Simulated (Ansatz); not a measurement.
Mulliken charges of `[OH][Al]([F])[SeH]` from r2SCAN/def2-TZVPP in Ansatz (PBE0-D4/def2-TZVP geometry).

```tsv
atom	x (Å)	y (Å)	z (Å)	charge (e)
O1	1.453	-0.423	-1.042	-0.414
Al2	0.301	-0.238	0.166	0.714
F3	0.592	-0.941	1.620	-0.349
Se4	-1.650	0.947	-0.126	-0.225
H5	1.392	-0.059	-1.922	0.191
H6	-2.046	0.650	1.258	0.083
```

By hand: the dipole of these point charges (1 e Å = 4.8032 D).

Σ q r = (-0.126, 0.163, -0.250) e Å, of length 0.324 e Å = 1.56 D.

How does the dipole of the full density compare? (Best estimate.)

Ansatz gave: (-0.117, 0.174, -0.293) e Å, 1.73 D; the point charges give 0.90 times that, at 5° from its direction.

Point charges leave out the atoms' own dipoles, such as those of lone pairs, and Mulliken's split depends on the basis, so the close match here is no proof of good charges.
